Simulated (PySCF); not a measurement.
## C⁺ (carbon, charge +1) across methods

[He] 2s2 3d1, 2D determinant (an excited configuration). Computed with PySCF 2.14 in aug-cc-pVDZ, with the non-relativistic Hamiltonian (point nucleus).

| method | E (hartree) | mean ε 2s α (eV) | mean ε 2s β (eV) | mean ε 3d α (eV) | Σ⟨r²⟩ (bohr²) | ⟨S²⟩ |
| --- | --- | --- | --- | --- | --- | --- |
| revPBE | -36.7167 | -31.582 | -31.374 | -2.940 | 15.60 | 0.750 |
| PBE | -36.6609 | -31.607 | -31.348 | -2.845 | 15.59 | 0.750 |
| LDA | -36.3209 | -31.483 | -31.154 | -2.491 | 15.62 | 0.750 |
| PBE0 | -36.6622 | -33.232 | -32.996 | -3.308 | 15.62 | 0.750 |
| UHF | -36.55658 | -37.168 | -36.929 | -4.237 | 15.77 | 0.750 |
| TPSSh | -36.7164 | -32.474 | -32.273 | -2.974 | 15.64 | 0.750 |
| wB97X-V | -36.6996 | -35.810 | -35.639 | -4.811 | 15.57 | 0.750 |
| r2SCAN | -36.6746 | -31.902 | -31.709 | -2.748 | 15.65 | 0.750 |

(1) Estimate the same row for wB97M-V.

The outer electron is Rydberg-like, and this basis confines it to a smaller radius and binds it less than a complete one would.

## Answers

(1) E (hartree) = -36.7106; mean ε 2s α (eV) = -35.658; mean ε 2s β (eV) = -35.334; mean ε 3d α (eV) = -4.424; Σ⟨r²⟩ (bohr²) = 15.49; ⟨S²⟩ = 0.750.
